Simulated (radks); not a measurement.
The numbers below are computed, except where a source is named.
Task: Level of theory: scalar-relativistic Kohn-Sham, LDA (Slater exchange, Perdew-Wang correlation), spin-polarised, spherical densities, finite nucleus; open shells are filled with parallel spins first (spin-orbit coupling, left out, can overturn this in heavy ions); Fermi nuclear charge, rms radius of each element as measured or else 0.836 A^(1/3) + 0.57 fm (a radial shooting solver on a logarithmic mesh with Libxc functionals). Response by self-consistent Sternheimer equations with the Hartree and adiabatic LDA kernel, the relativistic mass of each level held fixed and spin-orbit coupling left out. Rank Se5+, Cu, Zn+, Rb8+, Ga2+, As4+, Br6+, Kr7+, Ge3+ (NIST ground configurations) by static dipole polarisability, largest first.

Result: Cu 39.11, Zn+ 16.03, Ga2+ 8.893, Ge3+ 5.645, As4+ 3.879, Se5+ 2.810, Br6+ 2.114, Kr7+ 1.637, Rb8+ 1.297 bohr^3.
